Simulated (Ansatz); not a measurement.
`BN(C)[SiH2][SiH3]`, relaxed with RKS PBE-D4/def2-SVP in Ansatz from a rough embedded geometry. The force threshold is 0.03 eV/Å; the program also tests the step.

Charge 0, multiplicity 1.

Start:

```xyz
15

B    -0.224    1.672   -0.273
N    -0.216    0.321   -0.841
C     0.640    0.314   -2.016
Si    0.385   -0.848    0.353
Si   -1.017   -1.106    2.065
H    -1.247    2.322   -0.103
H     0.772    2.228    0.091
H     0.177    0.995   -2.816
H     1.675    0.610   -1.852
H     0.612   -0.701   -2.521
H     1.732   -0.290    0.900
H     0.672   -2.123   -0.266
H    -2.261   -1.584    1.554
H    -1.247    0.234    2.697
H    -0.452   -2.045    3.030
```

Problem. By how much does the energy fall, and how many steps does the optimiser take? (Estimate.)

Solution. Computed: 168.25 kJ/mol, in 19 steps.

Problem. Which bonds change most? (Estimate.)

Solution. Computed: Si4–Si5 from 2.228 to 2.349 Å; Si5–H13 from 1.427 to 1.503 Å; Si4–H12 from 1.446 to 1.511 Å; B1–N2 from 1.465 to 1.407 Å.

Problem. Give the relaxed structure. (Estimate.)

Solution. The calculation gave: 
```xyz
15

B    -0.683    1.487   -0.446
N     0.226    0.456   -0.748
C     1.067    0.482   -1.950
Si    0.427   -0.973    0.319
Si   -0.983   -0.873    2.196
H    -1.359    1.417    0.566
H    -0.780    2.442   -1.200
H     0.871    1.404   -2.529
H     2.148    0.457   -1.686
H     0.864   -0.394   -2.605
H     1.876   -1.050    0.738
H     0.152   -2.215   -0.495
H    -2.430   -0.853    1.789
H    -0.671    0.328    3.043
H    -0.725   -2.117    3.007
```
